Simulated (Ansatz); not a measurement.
Br2GeH3N (`[NH2][GeH]([Br])[Br]`), relaxed with RKS PBE0-D4/def2-TZVP in Ansatz 0.2.0 from a PBE-D4/def2-SVP geometry. The force threshold is 0.005 eV/Å; the program also tests the step.

Total charge 0; spin multiplicity 1.

Start:

```xyz
7

N    -0.325    0.662    1.022
Ge    0.093   -0.040   -0.622
Br    2.399    0.090   -0.790
Br   -0.532   -2.281   -0.908
H     0.256    0.270    1.774
H    -1.314    0.525    1.273
H    -0.577    0.775   -1.749
```

**Question.** By how much does the energy fall, and how many steps does the optimiser take? (Estimate.)

**Answer.** The calculation gave: 0.69 kcal/mol, in 5 steps, 1 of them rejected.

**Question.** Which bonds change most? (An estimate is asked.)

**Answer.** Ansatz gave: Ge2–Br4 from 2.344 to 2.316 Å; Ge2–Br3 from 2.316 to 2.291 Å; N1–Ge2 from 1.835 to 1.814 Å; N1–H6 from 1.029 to 1.012 Å.

**Question.** Give the relaxed structure. (Best estimate.)

**Answer.** The calculation gave: 
```xyz
7

N    -0.326    0.634    1.015
Ge    0.093   -0.034   -0.619
Br    2.375    0.085   -0.784
Br   -0.521   -2.249   -0.901
H     0.252    0.271    1.762
H    -1.300    0.532    1.267
H    -0.573    0.761   -1.740
```
